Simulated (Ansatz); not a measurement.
Ansatz (a program for electronic structure) input (B3LYP/def2-TZVPD):

Ansatz 0.2 input:
```yaml
crystal:
  periodic: [false, false, false]
  atoms:
    - {symbol: Zr, position_ang: [0.19273949, 0.13731160, 0.23803180]}
    - {symbol: O, position_ang: [0.60315207, -0.10571497, -1.46649142]}
    - {symbol: O, position_ang: [-1.56684953, -0.58084305, 0.27633245]}
basis:
  gaussian:
    orbitals: def2-TZVPD
hamiltonian:
  xc: {name: B3LYP}
magnetization: {spin_polarized: true, initial_magnetization: 2}
output: {forces: true}
```

Output:

```
Functional definition: B3LYP
integrals: 0.03 GiB planned
723 factors; their error is unknown
mean field: 0.46 GiB planned
mean field evaluation 1: about -5363.2892 eV, gradient 5.8e1 eV
mean field evaluation 2: about -5118.1329 eV, gradient 2.1e2 eV
mean field evaluation 4: about -5375.0624 eV, gradient 1.4e1 eV
mean field evaluation 8: about -5375.9517 eV, gradient 1.9e-1 eV
mean field evaluation 16: about -5375.9804 eV, gradient 7.5e-4 eV
mean field evaluation 32: about -5375.7933 eV, gradient 1.4e0 eV
mean field -5375.98040743 eV, -197.5636360026 hartree, gradient 3.4e-5 eV, S^2 2.019282; 3 other end points of the search recorded, 0 dependent functions left out
the calculation of the forces begins
reference -5375.98062827 eV, -197.5636441183 hartree; 15, 13 occupied and 105, 107 virtual orbitals, 723 factors
Total energy: -5375.98062827 eV, -197.5636441183 hartree
Atom 0 at     0.192739     0.137312     0.238032 Å, force     0.039268     0.026597     0.042801 eV/Å
Atom 1 at     0.603152    -0.105715    -1.466491 Å, force     0.011939    -0.005958    -0.044994 eV/Å
Atom 2 at    -1.566850    -0.580843     0.276332 Å, force    -0.051207    -0.020638     0.002193 eV/Å
Dipole moment:     0.442245     0.365917     0.756203 e Å
```

The spin state was set by rule; other spins were not relaxed.
